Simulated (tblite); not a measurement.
Compound: C6H10NSi (doublet state).
Structure used (GFN2-xTB), in Å, numbered top down from 1:
```
atom  x, y, z in Å
C1    -1.8573    1.5108   -0.6537
Si2   -1.1703   -0.2665   -0.6145
C3    -1.9762   -1.3302    0.7422
N4     0.5535   -0.1589   -0.2752
C5     1.2789   -0.9401    0.5844
C6     2.5928   -0.5885    0.5212
C7     2.6944    0.4523   -0.4323
C8     1.4366    0.6827   -0.8991
H9    -1.4564    2.0852   -1.4827
H10   -1.6041    2.0360    0.2665
H11   -2.9386    1.5047   -0.7496
H12   -3.0557   -1.3345    0.6292
H13   -1.6385   -2.3611    0.7080
H14   -1.7454   -0.9326    1.7293
H15    0.7969   -1.6845    1.1860
H16    3.3975   -1.0144    1.0884
H17    3.5916    0.9601   -0.7285
H18    1.0916    1.3858   -1.6312
```

Computed with GFN2-xTB (tblite): harmonic, unscaled wavenumbers at the GFN2-xTB geometry, gas phase. The method is semi-empirical: single wavenumbers can be off by several per cent or more. One conformer, not necessarily the lowest. Open shells enter through the occupations alone, without spin polarisation, and single modes of such species can be off by tens of per cent.

Harmonic wavenumbers (cm⁻¹): 25.9, 95.6, 111.3, 131.6, 152.0, 168.9, 224.5, 258.1, 458.8, 573.7, 587.9, 685.0, 754.8, 762.2, 772.7, 792.0, 817.5, 823.3, 834.0, 838.7, 843.6, 846.2, 924.2, 1073.4, 1084.6, 1102.3, 1197.8, 1243.3, 1318.3, 1356.9, 1364.1, 1400.9, 1471.1, 1472.6, 1477.9, 1484.3, 1491.1, 1561.4, 2990.7, 2995.6, 3047.0, 3048.6, 3051.4, 3052.6, 3148.1, 3153.8, 3164.0, 3171.6.

A = 3378, B = 1232, C = 955.2 MHz; mass 124.058 u (most abundant isotopes); point group C1, symmetry number 1; spin multiplicity 2.

Problem. Zero-point energy?

Solution. ½Σν̃ = 31703 cm⁻¹ = 90.64 kcal/mol.

Problem. Give the ideal-gas entropy at 350 K and 1 bar in the rigid-rotor, harmonic-oscillator model (classical rotation).

Solution. Translation 41.18, rotation 29.26, vibration 34.14, spin (R ln 2) 1.38: S = 106.0 cal/(mol K).

Problem. And Cp and H(350 K) − H(0)?

Solution. Cp = 41.55 cal/(mol K), of which vibrations give 33.60 (their classical limit is 48 R = 95.4); H(350 K) − H(0) = 8.77 kcal/mol without the zero-point energy, 5.99 from vibrations.

Problem. Which modes carry the vibrational entropy at 350 K?

Solution. 25.9 cm⁻¹: 6.44; 95.6 cm⁻¹: 3.86; 111.3 cm⁻¹: 3.56; 131.6 cm⁻¹: 3.23; 152.0 cm⁻¹: 2.95; 168.9 cm⁻¹: 2.75 cal/(mol K); the other 42 give 11.35 together.

Problem. What must be added to the electronic energy to get the Gibbs energy at 350 K and 1 bar?

Solution. ZPE + [H(350 K) − H(0)] − T·S = 90.64 + 8.77 − 37.09 = 62.32 kcal/mol.

Problem. How do the functions run with temperature in this model?

Solution. 
| T (K) | S (cal/(mol K)) | Cp (cal/(mol K)) | H − H(0) (kcal/mol) | G − H(0) (kcal/mol) | ln q(vib) |
| --- | --- | --- | --- | --- | --- |
| 50 | 60.3 | 13.6 | 0.52 | -2.50 | 0.80 |
| 100 | 71.6 | 19.1 | 1.35 | -5.81 | 2.13 |
| 298.15 | 99.7 | 36.5 | 6.75 | -22.98 | 7.29 |
| 373.15 | 108.7 | 43.7 | 9.76 | -30.80 | 9.14 |
| 500 | 123.0 | 54.1 | 15.99 | -45.51 | 12.23 |
| 750 | 147.9 | 68.3 | 31.44 | -79.45 | 18.12 |
| 1000 | 168.9 | 77.6 | 49.75 | -119.11 | 23.60 |

q(vib) and H(0) count from the zero-point level.

Problem. Blend soft modes into free rotors: weight 1/[1 + (100 cm⁻¹/ν̃)⁴] for the oscillator and the rest for a rotor with moment μB/(μ + B), μ = h/(8π²ν), B = 10⁻⁴⁴ kg m². What vibrational entropy results?

Solution. 31.18 cal/(mol K) in place of 34.14, which changes −T·S at 350 K by +1.04 kcal/mol.

Hindered rotation and anharmonicity are outside this model. Other conformers, if any are populated, would add a mixing term that is left out. The structure is chiral; the term R ln 2 for an equal mix with its mirror image is left out.

Time: 0.73 s wall. Hardware: one thread of an Arm Neoverse V1, no GPU (shared host). This covers the Hessian and the dipole derivatives.
